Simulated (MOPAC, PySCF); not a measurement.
C$_{2}$H$_{3}$NO, SMILES `N=C=CO`, neutral singlet in the gas phase. 

Cartesian coordinates (Å):
```xyz
7

N      1.3328     1.0339    -0.6355
C      0.4571     0.2180    -0.3533
C     -0.6014    -0.5221    -0.1323
O     -1.3727    -0.5059     1.0149
H      2.2799     0.7495    -0.3723
H     -0.9159    -1.2627    -0.8519
H     -1.1798     0.2893     1.5244
```
Charge 0, spin multiplicity 1.

All levels are single points at this geometry (B3LYP-D3(BJ)/def2-TZVP); Pople sets use spherical d functions. Orbital energies aren't observables, and empty levels follow the basis.

```json
[
 {"level": "B3LYP-D3(BJ)/def2-TZVP in PySCF", "HOMO (eV)": "-5.99", "LUMO (eV)": "-1.16", "gap (eV)": "4.83", "dipole (D)": "1.29", "vertical IE, Delta-SCF (eV)": "8.63"},
 {"level": "M06-2X/def2-TZVP in PySCF", "HOMO (eV)": "-7.46", "LUMO (eV)": "0.08", "gap (eV)": "7.55", "dipole (D)": "1.33", "vertical IE, Delta-SCF (eV)": "8.81"},
 {"level": "PBE-D3(BJ)/def2-TZVP in PySCF", "HOMO (eV)": "-4.91", "LUMO (eV)": "-1.97", "gap (eV)": "2.94", "dipole (D)": "1.27", "vertical IE, Delta-SCF (eV)": "8.41"},
 {"level": "B3LYP/6-311+G** in PySCF", "HOMO (eV)": "-6.08", "LUMO (eV)": "-1.35", "gap (eV)": "4.73", "dipole (D)": "1.38", "vertical IE, Delta-SCF (eV)": "–"},
 {"level": "BP86/6-31G* in PySCF", "HOMO (eV)": "-4.60", "LUMO (eV)": "-1.64", "gap (eV)": "2.96", "dipole (D)": "1.35", "vertical IE, Delta-SCF (eV)": "–"},
 {"level": "M06-2X/6-31G* in PySCF", "HOMO (eV)": "-7.12", "LUMO (eV)": "0.53", "gap (eV)": "7.65", "dipole (D)": "1.44", "vertical IE, Delta-SCF (eV)": "–"},
 {"level": "PBE/6-31G* in PySCF", "HOMO (eV)": "-4.48", "LUMO (eV)": "-1.54", "gap (eV)": "2.94", "dipole (D)": "1.35", "vertical IE, Delta-SCF (eV)": "8.15"},
 {"level": "SVWN5/6-31G* in PySCF", "HOMO (eV)": "-4.59", "LUMO (eV)": "-1.77", "gap (eV)": "2.82", "dipole (D)": "1.42", "vertical IE, Delta-SCF (eV)": "8.33"},
 {"level": "HF/3-21G in PySCF", "HOMO (eV)": "-8.74", "LUMO (eV)": "3.85", "gap (eV)": "12.59", "dipole (D)": "1.70", "vertical IE, Delta-SCF (eV)": "–"},
 {"level": "HF/6-31G* in PySCF", "HOMO (eV)": "-8.92", "LUMO (eV)": "3.74", "gap (eV)": "12.66", "dipole (D)": "1.46", "vertical IE, Delta-SCF (eV)": "–"},
 {"level": "HF/STO-3G in PySCF", "HOMO (eV)": "-6.68", "LUMO (eV)": "7.50", "gap (eV)": "14.18", "dipole (D)": "1.38", "vertical IE, Delta-SCF (eV)": "–"},
 {"level": "AM1 in MOPAC", "HOMO (eV)": "-9.06", "LUMO (eV)": "0.79", "gap (eV)": "9.85", "dipole (D)": "1.20", "vertical IE, Delta-SCF (eV)": "–"},
 {"level": "PM6 in MOPAC", "HOMO (eV)": "-9.00", "LUMO (eV)": "0.17", "gap (eV)": "9.17", "dipole (D)": "1.57", "vertical IE, Delta-SCF (eV)": "–"}
]
```
